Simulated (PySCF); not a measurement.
Computed with PBE-D3(BJ)/def2-TZVP in PySCF. All species are isolated molecules in the gas phase. One relaxed conformer stands for a flexible species; it need not be the lowest. Excitations are Tamm–Dancoff values on a coarser integration grid. The basis has no diffuse functions, so Rydberg states are missing or too high.

Reference species (SMILES): `C1(SCS1)=CS` (H–S–C–C torsion 99°) (neutral, multiplicity 1).

| Property | Value |
|---|---|
| S1–T1 gap (TDA) | 0.19 eV |
| S1 excitation (TDA) | 3.06 eV |
| S1 oscillator strength | 0.000 |

Changed species: `C1C(=C1S)SS`.

Problem. Predict the effect on the S1–T1 gap (TDA), S1 excitation (TDA) and S1 oscillator strength.

Solution. the S1–T1 gap (TDA) increases by 0.11 eV, to 0.30 eV; the S1 excitation (TDA) decreases by 0.09 eV, to 2.97 eV; the S1 oscillator strength goes up by 0.012, to 0.012.
